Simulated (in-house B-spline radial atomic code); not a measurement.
Configurations of Cr IV (Cr3+), with energies counted from [Ar] 3d3. Level of theory: scalar-relativistic (X2C) LDA PW92, spin-polarised, spherical fractional occupations, Fermi nucleus of rms radius 3.6452 fm; calculated with a radial B-spline atomic code at the basis-set limit. Shells without spins written out take the highest spin.

Occupations are held fixed; configurations that lie above the ionisation limit could autoionise.

```
                         configuration  E - E(ref) (eV)  highest orbital  its <r> (bohr)
                          [Ar] 3d2 4p1           19.619            4p up           2.591
                          [Ar] 3d2 4d1           29.156            4d up           3.308
[Ar] 3d(2 up, 0 down) 4f(1 up, 0 down)           35.572            4f up           4.189
                  [Ne] 3s2 3p5 3d3 4s1           53.898            4s up           2.292
                  [Ne] 3s2 3p5 3d3 4d1           70.465            4d up           3.274
                  [Ne] 3s2 3p5 3d3 4f1           77.002            4f up           4.154
```

(1) Order these further configurations by energy, lowest first.
A. [Ne] 3s2 3p5 3d4
B. [Ne] 3s2 3p(3 up, 2 down) 3d(1 up, 2 down) 4s(1 up, 0 down)
C. [Ar] 3d(2 up, 1 down)
D. [Ne] 3s2 3p(3 up, 2 down) 3d(2 up, 1 down) 4f(0 up, 1 down)
E. [Ar] 3d(1 up, 1 down) 4p(1 up, 0 down)

(2) How far above the reference does [Ne] 3s2 3p5 3d3 4p1 lie?

(3) How far above the reference does [Ar] 3d2 4s1 lie?

Results:

(1) C (2.0421 eV), E (21.008 eV), A (39.958 eV), B (59.235 eV), D (80.716 eV).

(2) 60.797 eV; its least bound orbital is 4p up with <r> = 2.567 bohr.

(3) 12.804 eV; its least bound orbital is 4s up with <r> = 2.311 bohr.
